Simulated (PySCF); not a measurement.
# Polarisability and C₆ of Xe⁺ (xenon, charge +1)

[Kr] 4d10 5s2 5p5, 2P determinant. All numbers are calculated (PySCF 2.14, the spin-free X2C one-electron Hamiltonian (Gaussian nucleus), in ANO-RCC-VTZP (7s6p4d2f1g, 68 functions)). Coupled (time-dependent) response in atomic units; α is the mean over directions. The basis has no added diffuse functions, which lowers α and C₆.

| method | mean α (bohr³) | α xx, yy, zz | C₆ (like pair) | S(−4) |
| --- | --- | --- | --- | --- |
| UHF | 13.58 | 13.50, 13.62, 13.62 | 119.3 | 21.00 |
| PBE | 13.85 | 13.56, 13.99, 13.99 | 121.9 | 22.29 |
| PBE0 | 13.75 | 13.53, 13.86, 13.86 | 120.7 | 21.92 |

S(−4) is the Cauchy moment in α(ω) = α(0) + S(−4) ω² + …

Spin-orbit coupling is absent.

α(iu) at PBE:

| u (hartree) | α(iu) (bohr³) |
| --- | --- |
| 0 | 13.85 |
| 0.0500 | 13.79 |
| 0.100 | 13.63 |
| 0.200 | 13.01 |
| 0.300 | 12.12 |
| 0.500 | 9.977 |
| 0.750 | 7.517 |
| 1.00 | 5.687 |
| 1.50 | 3.519 |
| 2.00 | 2.414 |
| 3.00 | 1.380 |
| 5.00 | 0.6484 |

A single London oscillator, α(iu) = α/(1 + u²/ω²), gives C₆ = (3/4) ω α². Matching the computed C₆ needs ω = 4 × 121.9 / (3 × 13.85²) = 0.847 hartree.

For an ion, C₆ is the dispersion term alone; charge-induced terms of lower order in 1/R come first.

The components differ because the open shell of this determinant is not spherical; for a pure term their mean is the scalar polarisability.
